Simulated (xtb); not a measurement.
O2Si, SMILES O=[Si]=O. All values are semi-empirical tight-binding results from xtb (GFN2-xTB unless named), good for trends rather than for accurate numbers. The structure is a stationary point at GFN2-xTB.

Computed properties:
```json
{
 "point_group_as_xtb_finds_it": "D∞h",
 "orbital_gap": "7.87 eV",
 "dipole_moment": "0.00 D",
 "zero_point_energy": "5.1 kcal/mol",
 "G − E(el) at 298.15 K (modified RRHO)": "-8.7 kcal/mol",
 "static polarisability (D4 model)": "40.5 bohr³",
 "solvation energy, GFN2-xTB/ALPB(water)": "5.0 kcal/mol",
 "solvation energy, GFN2-xTB/ALPB(octanol)": "1.6 kcal/mol"
}
```
